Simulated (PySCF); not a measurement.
# How exact exchange moves a shielding

Molecule: SMILES C(#N)C1([SiH3])CC1, C4H7NSi.

Bonds (- single, = double, # triple, : aromatic): N1#C2 1.160 Å, C2-C3 1.437 Å, C3-Si4 1.890 Å, C3-C5 1.522 Å, C5-C6 1.485 Å, C6-C3 1.523 Å. Si4 carries H7, H8, H9; C5 carries H10, H11; C6 carries H12, H13.

GIAO shieldings (ppm, equivalent atoms averaged) in PySCF 2.14.0 with density-fitted response routines on the PBE0-D3(BJ)/def2-SVP geometry, basis pcSseg-1, gas phase, non-relativistic:

| functional | exact exchange (%) | σ(C5/C6) | σ(C3) | σ(Si4) |
| --- | --- | --- | --- | --- |
| BLYP | 0 | 158.7 | 184.1 | 373.8 |
| BP86 | 0 | 162.9 | 187.7 | 381.9 |
| PBE | 0 | 163.3 | 188.2 | 383.1 |
| PBE0 | 25 | 169.1 | 194.7 | 398.0 |
| mPW1PW91 | 25 | 168.2 | 193.9 | 396.3 |
| BHandHLYP | 50 | 170.5 | 197.3 | 404.1 |
| HF | 100 | 180.6 | 209.4 | 436.5 |

**Question.** Fit each shielding as a line in the percentage of exact exchange.

**Answer.** σ(C5/C6) = 162.3 + 0.19 x (rms 1.8 ppm); σ(C3) = 187.2 + 0.22 x (rms 1.6 ppm); σ(Si4) = 380.4 + 0.56 x (rms 3.5 ppm). The functionals also differ in their semilocal parts, which the line can't hold; Hartree–Fock has no correlation at all.

**Question.** What does the line predict for B3LYP (20 %), and what does the run give?

**Answer.** σ(C5/C6): 166.1 predicted, 163.8 computed; σ(C3): 191.6 predicted, 189.7 computed; σ(Si4): 391.6 predicted, 385.9 computed ppm.
